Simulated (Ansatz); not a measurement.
Compare A (`C[SiH2]C1C=N1`) with its isomer B (`C[SiH](C)C#N`).

Calculated with Ansatz (gas phase, PBE0-D4/def2-TZVP geometries, no zero-point term in ΔE). CBS: MP2 limit from def2 TZ/QZ plus the TZ coupled-cluster correction, frozen cores. Functionals use def2-TZVPP. B3LYP here is the variant with VWN-RPA as its local correlation; programs differ in this. One conformer a species, not always the lowest.

Question: Which is lower in electronic energy at CCSD(T)/CBS, and by how much? (Estimate.)

Answer: Ansatz gave: B, by 265.5 kJ/mol.

Question: Give E(B) − E(A) in kJ/mol with CCSD/def2-TZVPP, B2PLYP, LDA (SPW92), MP2/def2-TZVPP, r2SCAN-D4, PBE0-D4, B3LYP. (Best estimate.)

Answer: Ansatz gave: CCSD/def2-TZVPP -272.7, B2PLYP -270.9, LDA (SPW92) -221.8, MP2/def2-TZVPP -272.6, r2SCAN-D4 -253.6, PBE0-D4 -244.2, B3LYP -263.6. None reverses the order clearly.

Question: Does the order hold for the free energy at 298.15 K (harmonic terms from PBE0-D4)? (Estimate.)

Answer: The calculation gave: Yes: G(B) − G(A) = -261.0 kJ/mol, for one conformer each. Modes under 60 cm⁻¹, often nearly free rotors, make the harmonic entropy too high.

Largest T1 diagnostic: 0.012.

From BLYP to BHLYP (50 % exact exchange), in def2-TZVPP and without D4, E(B) − E(A) moves by −12.1 kJ/mol. At CCSD(T), def2-SVP lies +10.2 kJ/mol from the extrapolated value and def2-TZVPP −2.6 kJ/mol.
